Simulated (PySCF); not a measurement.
Correlation energy of F²⁺ (fluorine, charge +2)

[He] 2s2 2p3, high-spin 4S determinant. All numbers are calculated (PySCF 2.14, scalar relativity by spin-free X2C-1e, in x2c-TZVPPall). Frozen: 1s2; 5 electrons correlated.

```json
{"level": "CCSD", "correlation energy (mhartree)": "-111.42"}
{"level": "(T)", "correlation energy (mhartree)": "-1.13"}
{"level": "CCSD(T)", "correlation energy (mhartree)": "-112.55"}
{"level": "CCSDT", "correlation energy (mhartree)": "-112.69"}
```

Diagnostics: T1 = 0.0028, D1 = 0.0061, largest double amplitude 0.033.

Cost of the coupled-cluster step: about 0.4 core-seconds, for 5 correlated electrons.
